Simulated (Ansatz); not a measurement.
Computed with Ansatz on PBE0-D4/def2-TZVP structures; ΔE is electronic, products minus reactants. CCSD(T)/CBS is the MP2 limit (def2-TZVPP, def2-QZVPP) plus CCSD(T) − MP2 in def2-TZVPP, frozen cores. This one scheme is used for every species. DFT in def2-TZVPP. HSE06 is defined as in plane-wave codes. For Br outer-core shells are correlated without core-valence functions, which leaves a few kJ/mol of doubt a bond. Scalar relativity is left out up to krypton. One conformer a species, not always the lowest.

`N[SiH](Cl)Br` + CH₄ → `C[SiH](N)Br` + HCl  (formal exchange of groups at the Si–Cl bond)

| level | ΔE (kJ/mol) |
| --- | --- |
| PBE-D4 | 95.0 |
| ωB97M-V | 96.6 |
| HSE06 | 96.2 |
| CCSD/def2-TZVPP | 92.2 |

Task: What does CCSD(T)/CBS give? (Best estimate.)

Result: The calculation gave: +95.9 kJ/mol. The listed levels differ from it by -0.9, 0.7, 0.3, -3.7 kJ/mol.

Largest T1 diagnostic among the species: 0.008.

At CCSD(T), def2-SVP lies −3.1 kJ/mol from the extrapolated value and def2-TZVPP −3.7 kJ/mol. Leaving LDA and LC-ωPBE aside and taking each functional with its dispersion term where it has one, the values, not all of them listed here, spread over 6.4 kJ/mol, from PBE-D4 to B97M-V. LDA lies −4.7 kJ/mol from PBE without D4. In def2-TZVPP, CCSD(T) changes the Hartree–Fock value by −10.4 kJ/mol (the triples alone add −0.0 kJ/mol) and MP2 by −4.9 kJ/mol.
